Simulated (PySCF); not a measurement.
C3H7FSi2, SMILES C(#C[SiH2]F)[SiH2]C.

The structure is a stationary point at B3LYP-D3(BJ)/def2-SVP. The structure was generated by enumeration, and PubChem lists no compound with its InChIKey, so it may never have been made.

Two levels are set side by side: PBE/def2-TZVP (PySCF) and r2SCAN/def2-TZVP (PySCF). Same geometry, gas phase. Differences are taken from unrounded values.

| quantity | PBE |
|---|---|
| orbital gap (eV) | 4.94 |
| highest occupied level (eV) | -7.05 |
| lowest empty level (eV) | -2.11 |
| dipole moment (D) | 1.55 |
| mean polarisability (bohr³) | 91.2 |

These are the PBE values. What does r2SCAN give? (Estimate from the structure and the level; the computed values follow.)


| quantity | r2SCAN | PBE minus r2SCAN |
|---|---|---|
| orbital gap (eV) | 5.41 | -0.47 |
| highest occupied level (eV) | -7.31 | 0.26 |
| lowest empty level (eV) | -1.90 | -0.21 |
| dipole moment (D) | 1.56 | -0.01 |
| mean polarisability (bohr³) | 88.3 | 2.9 |

Rough cost on one machine, each run with all the roots and properties that it gave: r2SCAN against PBE about 4 times.
